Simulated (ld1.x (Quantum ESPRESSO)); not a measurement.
Varying the TM potential for lithium (Li)

Base potential:

Li, norm-conserving Troullier–Martins (Kleinman–Bylander form), made with ld1.x (Quantum ESPRESSO) 7.5 (LDA (PZ), scalar-relativistic). Core [He], reference 2s1 2p0. Waves: 2s (bound): rc 2.85 bohr; 2p (bound, empty): rc 4.20 bohr; 3d channel at -0.15 Ry: rc 3.65 bohr. Local part: all-electron potential smoothed inside 3.05 bohr (lloc = -1). Core correction: none.

All-electron outer shells of the reference configuration (LDA (PZ), scalar-relativistic, ld1.x):

| shell | level (eV) | outermost node (bohr) | outermost maximum (bohr) |
| --- | --- | --- | --- |
| 1s | -51.10 | – | 0.36 |
| 2s | -2.88 | 0.84 | 3.12 |
| 2p | -1.13 | – | 3.91 |

Cutoffs, loose and tight: the cutoffs (Ry, on a coarse ladder) from which the occupation-weighted sum of valence levels, in a spherical-Bessel basis at the reference potential, stays within 10 and 1 mRy of its value at 400 Ry. They do not see the model core or the augmentation charge, which bear on the density cutoff. Test errors are all-electron minus pseudo excitation energies from the reference, over the configurations 2s0.5 2p0; 2s0 2p1 (two spin-polarised tests are not counted in the largest error). A dash means not determined; rows that change the core or the reference have their own tests.

Cutoffs are not given where the Bessel-basis levels miss the radial ones by over 6 mRy, ghosts where they miss by over 20 mRy; a channel whose overlap is not positive is not tested.

| change | outcome | cutoff, loose | cutoff, tight | bound ghosts | largest test error (meV) |
| --- | --- | --- | --- | --- | --- |
| base | generated | 6 Ry | 6 Ry | none | +5.8 |
| wave 2s (bound): rc 2.85 bohr becomes 2s (bound): rc 2.20 bohr | generated | 6 Ry | 6 Ry | none | +5.9 |
| all radii scaled by about 0.90 (s 2.58, p 3.80, d 3.30 bohr); local potential all-electron potential smoothed inside 2.76 bohr (lloc = -1) | generated | 6 Ry | 6 Ry | none | +5.9 |
| local potential all-electron potential smoothed inside 2.35 bohr (lloc = -1) | generated | 6 Ry | 6 Ry | none | +5.9 |
| wave 3d channel at -0.15 Ry: rc 3.65 bohr becomes 3d channel at -0.15 Ry: rc 4.58 bohr | generated | 6 Ry | 6 Ry | none | +5.8 |
| wave 3d channel at -0.15 Ry: rc 3.65 bohr becomes 3d channel at 3.59 Ry: rc 3.65 bohr | generated | 6 Ry | 6 Ry | none | +5.8 |
| functional PBE | generated | 6 Ry | 6 Ry | none | +4.9 |
| wave 2p (bound): rc 4.20 bohr becomes 2p (bound): rc 3.64 bohr | generated | 6 Ry | 6 Ry | none | +5.8 |
| local potential all-electron potential smoothed inside 3.90 bohr (lloc = -1) | generated | 6 Ry | 6 Ry | none | +5.4 |

What comes out with this change to the base: type ultrasoft; waves now 2s (bound): rcut 2.50, rcutus 2.85 bohr; 2s channel at 2.5 Ry: rcut 2.50, rcutus 2.85 bohr; 2p (bound): rcut 3.65, rcutus 4.20 bohr; 2p channel at 1.7 Ry: rcut 3.65, rcutus 4.20 bohr; 3d channel at -0.15 Ry: rcut 3.15, rcutus 3.65 bohr; local potential all-electron potential smoothed inside 2.70 bohr (lloc = -1); augmentation built from norm-conserving waves at rcut, not smoothed further?

outcome: generated, overlap not positive; bound ghosts: not determined (overlap not positive); largest test error (meV): +5.8. A file whose overlap is not positive is unfit for use, and its test errors describe a broken file.

What comes out with this change to the base: core correction a·sin(br)/r model core inside 1.62 bohr?

outcome: generated; cutoff, loose: 6 Ry; cutoff, tight: 6 Ry; bound ghosts: none; largest test error (meV): -5.2.
